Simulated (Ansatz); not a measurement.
Co(NH2)2 (CoN₂H₄). Charge 0, multiplicity 4. Geometry PBE0-D4/def2-TZVP, basis def2-TZVP, Ansatz.

```xyz
7

Co   -0.004    0.003    0.001
N    -1.166   -1.379   -0.196
H    -1.646   -1.629   -1.048
H    -1.430   -2.034    0.525
N     1.161    1.383    0.197
H     1.434    2.032   -0.526
H     1.651    1.623    1.047
```

| run | HOMO (eV) | LUMO (eV) |
| --- | --- | --- |
| A | -4.21 | -3.61 |
| B | -7.38 | -1.33 |
| C | -4.15 | -3.81 |
| D | -5.53 | -2.55 |
| E | -4.27 | -3.79 |
| F | -5.29 | -2.58 |

HSE06 is defined as in plane-wave codes, on full-range PBE exchange.

HOMO and LUMO are taken over both spins.

The runs used BLYP, CAM-B3LYP, HSE06, PBE, r2SCANh, revPBE. Estimate which is which.

A revPBE (0 % exact exchange); B CAM-B3LYP (range-separated); C BLYP (0 % exact exchange); D HSE06 (range-separated); E PBE (0 % exact exchange); F r2SCANh (10 % exact exchange). Exact exchange lowers occupied and raises empty levels; among semilocal functionals meta-GGAs tend to open the gap a little, and such runs are hard to tell apart. The gap grows from 0.34 eV (BLYP) to 6.05 eV (CAM-B3LYP).
